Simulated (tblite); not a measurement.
C₅H₁₁FSSi.
Atom-mapped SMILES: `[F:1][C@:2]1([SiH3:3])[CH2:4][CH2:5][CH2:6][S:7][CH2:8]1` (hydrogens: H9, H10, H11 on Si3; H12, H13 on C4; H14, H15 on C5; H16, H17 on C6; H18, H19 on C8)

Cartesian coordinates in Å at the GFN2-xTB level; atoms count from 1:
```
atom  x, y, z in Å
F1    -0.8721    0.5366   -1.6239
C2    -0.7792    0.0555   -0.3094
Si3   -2.5678    0.2120    0.4060
C4     0.2194    0.9378    0.4375
C5     1.6268    0.8900   -0.1580
C6     2.2277   -0.5020   -0.0697
S7     1.2999   -1.6633   -1.1180
C8    -0.3400   -1.3965   -0.3630
H9    -2.5359   -0.2690    1.7878
H10   -2.9184    1.6272    0.3440
H11   -3.4422   -0.6067   -0.4262
H12    0.2455    0.6151    1.4816
H13   -0.1431    1.9677    0.4113
H14    1.5833    1.1965   -1.2053
H15    2.2682    1.5937    0.3793
H16    3.2495   -0.5184   -0.4455
H17    2.2139   -0.8803    0.9548
H18   -0.3182   -1.8065    0.6483
H19   -1.0272   -1.9800   -0.9742
```

All values are computed: GFN2-xTB (tblite) harmonic vibrations without scaling, gas phase. This tight-binding method is rough: wavenumbers can miss measured ones by several per cent, in bad cases by 10 to 20. Modes of hydrogen on silicon can be 10 to 20 % off. One conformer, not necessarily the lowest.

Harmonic wavenumbers (cm⁻¹): 97.5, 99.5, 139.7, 170.8, 206.9, 267.3, 315.6, 332.2, 359.2, 429.7, 469.5, 544.5, 552.5, 685.1, 715.5, 730.9, 756.1, 763.1, 780.5, 827.0, 852.1, 899.4, 942.5, 969.5, 998.0, 1051.1, 1074.4, 1102.3, 1167.5, 1185.7, 1203.7, 1238.9, 1254.3, 1266.1, 1340.9, 1343.8, 1429.1, 1444.8, 1470.0, 1477.4, 2275.6, 2311.2, 2319.6, 2952.4, 2958.2, 2959.9, 2965.3, 2981.1, 2994.1, 3009.1, 3010.3.

A = 2483, B = 996.6, C = 873.9 MHz; mass 150.033 u (most abundant isotopes); point group C1, symmetry number 1.

Q: What is the zero-point energy?

A: Half the sum of the wavenumbers: 31846 cm⁻¹ = 91.05 kcal/mol.

Q: Give the ideal-gas entropy at 350 K and 1 bar in the rigid-rotor, harmonic-oscillator model (classical rotation).

A: Translation 41.75, rotation 29.87, vibration 30.69: S = 102.3 cal/(mol K).

Q: And Cp and H(350 K) − H(0)?

A: Cp = 44.83 cal/(mol K), of which vibrations give 36.88 (their classical limit is 51 R = 101.3); H(350 K) − H(0) = 8.90 kcal/mol without the zero-point energy, 6.11 from vibrations.

Q: How do the functions run with temperature in this model?

A: 
```csv
T (K),S (cal/(mol K)),Cp (cal/(mol K)),H − H(0) (kcal/mol),G − H(0) (kcal/mol),ln q(vib)
50,57.4,11.3,0.45,-2.42,0.15
100,67.1,17.2,1.16,-5.55,0.89
298.15,95.6,39.2,6.72,-21.78,5.36
373.15,105.3,47.2,9.96,-29.31,7.24
500,120.7,58.6,16.70,-43.66,10.47
750,147.7,74.0,33.44,-77.30,16.78
1000,170.4,83.9,53.26,-117.14,22.71
```

q(vib) and H(0) count from the zero-point level.

Q: Blend soft modes into free rotors: weight 1/[1 + (100 cm⁻¹/ν̃)⁴] for the oscillator and the rest for a rotor with moment μB/(μ + B), μ = h/(8π²ν), B = 10⁻⁴⁴ kg m². What vibrational entropy results?

A: 29.79 cal/(mol K) in place of 30.69, which changes −T·S at 350 K by +0.31 kcal/mol.

Hindered rotation and anharmonicity are outside this model. Other conformers, if any are populated, would add a mixing term that is left out. The structure is chiral; the term R ln 2 for an equal mix with its mirror image is left out.
